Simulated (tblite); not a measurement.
Compound: C₄H₆F₃O₂P.
Numbering: `[CH2:1]=[C:2]([CH3:3])[P@@:4](=[O:5])([OH:6])[C:7]([F:8])([F:9])[F:10]` (hydrogens: H11, H12 on C1; H13, H14, H15 on C3; H16 on O6)

Computed geometry: GFN2-xTB, gas phase.

Problem. List the bond lengths, angles and torsions at this level.

Solution. 
```
                  bond  length (Å)
                 C1=C2       1.324
                 C2–C3       1.490
                 C2–P4       1.816
                 P4=O5       1.460
                 P4–O6       1.598
                 P4–C7       1.897
  C7–F8, C7–F9, C7–F10       1.337
                C1–H11       1.078
                C1–H12       1.076
C3–H13, C3–H14, C3–H15       1.089
                O6–H16       0.962
```

Bonds in one row agree within 0.01 Å and their mean is given. A selection of angles:
```
    angle  degrees
 C1–C2–C3    126.7
 C1–C2–P4    120.3
 C3–C2–P4    113.0
 C2–P4–O5    118.9
 C2–P4–O6    107.0
 C2–P4–C7    103.5
 O5–P4–O6    113.7
 O5–P4–C7    111.6
 O6–P4–C7    100.2
 P4–C7–F8    113.3
 P4–C7–F9    110.1
P4–C7–F10    111.3
 F8–C7–F9    107.3
H16–O6–P4    109.5
```

Torsions: C1–C2–P4–O5 -146° (anticlinal); C2–P4–C7–F8 -59° (synclinal); H16–O6–P4–C2 -138° (anticlinal).

Of the pairs four or more bonds apart, O6···H12 is among the closest relative to their van der Waals radii: 2.55 Å, 94 % of the sum of Bondi's values. The 2 C–C bonds span 1.324 Å (C1=C2, drawn double) to 1.490 Å (C2–C3, drawn single), a spread of 0.166 Å. All 3 C–F bonds measure 1.335 to 1.337 Å. P4 (phosphoryl phosphorus) is distorted tetrahedral (angles from 100.2° to 118.9°). The O–P distances run from 1.460 Å (P4=O5, drawn double) to 1.598 Å (P4–O6, drawn single), a spread of 0.138 Å. The C–P distances run from 1.816 Å (C2–P4, drawn single) to 1.897 Å (P4–C7, drawn single), a spread of 0.081 Å.

Point group: C1 (no symmetry element, even within 0.4 Å). Its GFN2-xTB frequencies are all real (lowest 29 cm⁻¹). The numbers are those of one conformer (C1–C2–P4–O5 -146°, C2–P4–O6–H -138°). 2 starts were optimised and ended at 0.00 and 0.05 kcal/mol (GFN2-xTB); the lowest of these is shown.
